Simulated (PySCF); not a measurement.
C₂H₄ClFOSi, SMILES C[Si@@](Cl)(C=O)F. Atoms are numbered in the order given.

```xyz
10

C     -1.3348    -0.9819     1.0512
Si    -0.2670    -0.0973    -0.1629
F     -0.8938    -0.1688    -1.6610
Cl    -0.0423     1.8928     0.3000
C      1.4850    -0.8619    -0.2214
O      1.7470    -1.7836     0.5189
H     -1.4333    -2.0396     0.7613
H     -2.3363    -0.5292     1.1046
H     -0.8728    -0.9428     2.0496
H      2.2663    -0.4531    -0.9175
```

The structure is a stationary point at ωB97X-D3(BJ)/def2-SVP. The structure was generated by enumeration; whether it is a known compound was not checked. One conformer was computed; it need not be the lowest.

The numbers are results of PySCF with TDDFT-PBE/def2-SVPD, not measurements.

Vertical excitations. The molecule is in vacuum.

```csv
state,energy (eV),λ (nm),f,main pairs
S1,3.01,411,0.002,HOMO→LUMO 100 %
S2,4.96,250,0.001,HOMO−1→LUMO 100 %
S3,5.27,235,0.018,HOMO−2→LUMO 96 %
S4,5.60,221,0.018,HOMO→LUMO+1 96 %
S5,5.82,213,0.019,HOMO−3→LUMO 95 %
S6,6.01,206,0.008,HOMO→LUMO+2 97 %
S7,6.45,192,0.009,HOMO→LUMO+3 96 %
S8,6.67,186,0.047,HOMO→LUMO+4 97 %
S9,6.78,183,0.007,HOMO−4→LUMO 95 %
S10,7.01,177,0.002,HOMO−5→LUMO 87 %
T1,2.30,538,0,HOMO→LUMO 100 %
T2,4.86,255,0,HOMO−1→LUMO 98 %
T3,5.04,246,0,HOMO−2→LUMO 97 %
T4,5.49,226,0,HOMO→LUMO+1 98 %
```
Triplets are in the Tamm–Dancoff approximation, which puts them higher than full response would, so one can lie above its singlet here.
